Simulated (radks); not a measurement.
Cr16+, 8 electrons, occupied as [He] 2s2 2p4.

Method: Dirac Kohn-Sham, PBE, spin-unpolarised, spherical densities, finite nucleus; open shells fill j = l - 1/2 first; Fermi nuclear charge, rms radius 3.6452 fm; computed with a radial shooting solver on a logarithmic mesh with Libxc functionals.

Energy parts (eV):
total: -24105.628
kinetic: 24446.529
electron-nucleus: -51858.605
Hartree: 4149.233
exchange-correlation: -842.786

Orbitals (lengths in bohr, moments of r in powers of bohr; <r^-3> diverges for s and p1/2):
orbital	occ.	eigenvalue (eV)	<r>	<r^-3>	<1/r>	<r^4>
1s1/2	2	-6553.434	0.06340	-	23.92	0.00007484
2s1/2	2	-1241.113	0.2795	-	5.327	0.01430
2p1/2	2	-1157.421	0.2424	-	5.267	0.01005
2p3/2	2	-1147.583	0.2449	398.8	5.190	0.01039

The highest occupied level is 2p3/2 at -1147.6 eV. The electron density at the nucleus is 1.143e+04 e/bohr^3. The density falls to 0.001 e/bohr^3 at r = 0.91 bohr. For comparison, the ionisation energy in NIST's Atomic Spectra Database is 1188 eV (semi-empirical). In exact Kohn-Sham theory the highest level is minus the ionisation energy, but local and semilocal functionals leave it too shallow, through self-interaction and a potential that decays too fast; potentials with the right tail come closer. Summed over all electrons, <r^2> = 0.4835 bohr^2, which gives a Langevin (diamagnetic) susceptibility term of -0.383 x 10^-6 cm^3/mol.

Beside tabulated values, note that spin-unpolarised runs miss the spin-polarisation part of the exchange energy of open shells.
